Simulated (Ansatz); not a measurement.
Stepwise reaction of `Cl[Si](Cl)(Cl)[GeH2][Si](Cl)(Cl)Cl` with hydrogen, as a gas-phase model of exchange steps in deposition or etching. ΔE in kJ/mol.

Gas-phase electronic energies from Ansatz, PBE0-D4/def2-TZVP geometries. CBS: MP2 limit from def2 TZ/QZ plus the TZ coupled-cluster correction, frozen cores. This one scheme is used for every species. DFT in def2-TZVPP. B3LYP here is the variant with VWN-RPA as its local correlation; programs differ in this. For Ge outer-core shells are correlated without core-valence functions, which leaves a few kJ/mol of doubt a bond. Scalar relativity is left out up to krypton. Each species was taken in one conformer, which may not be the lowest.

| step | reaction | PBE-D4 | B3LYP-D4 | ωB97M-V | CCSD(T)/CBS |
| --- | --- | --- | --- | --- | --- |
| 1 | `Cl[Si](Cl)(Cl)[GeH2][Si](Cl)(Cl)Cl` + H₂ → `Cl[Si](Cl)(Cl)[GeH3]` + `Cl[SiH](Cl)Cl` | 17.9 | 10.0 | 0.8 | 4.0 |

Question: Give the row of step 2, `Cl[Si](Cl)(Cl)[GeH3]` + H₂ → GeH₄ + `Cl[SiH](Cl)Cl`. (Best estimate.)

Answer: Ansatz gave: 
| step | reaction | PBE-D4 | B3LYP-D4 | ωB97M-V | CCSD(T)/CBS |
| --- | --- | --- | --- | --- | --- |
| 2 | `Cl[Si](Cl)(Cl)[GeH3]` + H₂ → GeH₄ + `Cl[SiH](Cl)Cl` | 9.9 | 0.1 | -5.5 | -1.6 |

Question: By hand: ΔE of the 2 steps together at CCSD(T)/CBS.

Answer: (4.0) + (-1.6) = 2.4 kJ/mol, or 1.2 kJ/mol a step.

In ΔE each step is lower than the one before. PBE-D4 differs from CCSD(T)/CBS by 11.5 to 13.9 kJ/mol a step. Only this route is followed, and other bonds may react first. Isolated molecules leave out the surface, adducts and barriers. Largest T1 diagnostic: 0.012.
